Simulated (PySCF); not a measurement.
Distances in Å between the heavy atoms of a computed structure (PBE0-D3(BJ)/def2-SVP; lower triangle, same order across):
```
C1    0.00
C2    1.39  0.00
C3    2.42  1.39  0.00
C4    2.82  2.43  1.40  0.00
C5    4.28  3.78  2.50  1.47  0.00
C6    5.28  5.01  3.83  2.61  1.44  0.00
C7    6.46  6.01  4.70  3.67  2.24  1.36  0.00
O8    6.45  5.74  4.36  3.66  2.24  2.22  1.35  0.00
C9    5.23  4.45  3.07  2.55  1.37  2.23  2.17  1.35  0.00
C10   2.42  2.78  2.41  1.40  2.49  3.10  4.38  4.69  3.76  0.00
C11   1.39  2.41  2.78  2.43  3.77  4.48  5.76  6.00  4.95  1.39  0.00
```

Hydrogens: 1 on C1, 1 on C2, 1 on C3, 1 on C6, 1 on C7, 1 on C9, 1 on C10, 1 on C11.

Charge 0, singlet.

Q: Which heavy atoms are bonded, and with what formal order?

A: C1–C2 (aromatic); C2–C3 (aromatic); C3–C4 (aromatic); C4–C5 (single); C5–C6 (aromatic); C6–C7 (aromatic); C7–O8 (aromatic); O8–C9 (aromatic); C4–C10 (aromatic); C10–C11 (aromatic); C1–C11 (aromatic); C5–C9 (aromatic).

Q: Which species is it?

A: `c1ccc(-c2ccoc2)cc1`, C10H8O, 3-phenylfuran. Among its features: benzene ring and aromatic ring with oxygen.

Q: Which rings does it hold (smallest set)?

A: C5–C6–C7–O8–C9 (5 members, 0.00 Å rms from planarity); C1–C2–C3–C4–C10–C11 (6 members, 0.00 Å rms from planarity).

Q: Classify the heavy atoms.

A: C1: aromatic CH carbon; C2/C11: aromatic CH carbon; C3/C10: aromatic CH carbon; C4: substituted aromatic carbon; C5: substituted aromatic carbon; C6: aromatic CH carbon; C7: aromatic CH next to a ring oxygen; O8: furan-type oxygen; C9: aromatic CH next to a ring oxygen.

Shape of the structure used: `[cH:1]1[cH:2][cH:3][c:4](-[c:5]2[cH:6][cH:7][o:8][cH:9]2)[cH:10][cH:11]1`: C3–C4–C5–C6 156°.
